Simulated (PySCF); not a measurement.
## Ru+: interval between two levels

Ru+ [Kr] 4d7 [4F9/2, M_J = 9/2] → Ru+ [Kr] 4d6 5p1 [6F11/2, M_J = 11/2], as a difference of total energies. All numbers are calculated (PySCF 2.14, the two-component X2C-1e Hamiltonian, in x2c-SVPall-2c with one added diffuse shell each of s, p, d type (7s9p7d1f, 76 functions)). Correlated levels: [Ar] 3d10 frozen; the 6 highest virtual spinors dropped. "Screened" scales the spin-orbit matrix elements by Boettger's factors to mimic the two-electron term; Breit and QED terms are absent.

```
                    method  interval between two levels (cm⁻¹)
           GHF (spin-free)                               41013
          GMP2 (spin-free)                               46832
 GHF (screened spin-orbit)                               41888
GMP2 (screened spin-orbit)                               47810
```

The labels give the starting determinants; with spin-orbit coupling the two ends relaxed to ⟨J²⟩ = 24.77, ⟨L²⟩ = 12.12, ⟨S²⟩ = 3.73 and ⟨J²⟩ = 35.76, ⟨L²⟩ = 12.09, ⟨S²⟩ = 8.71.
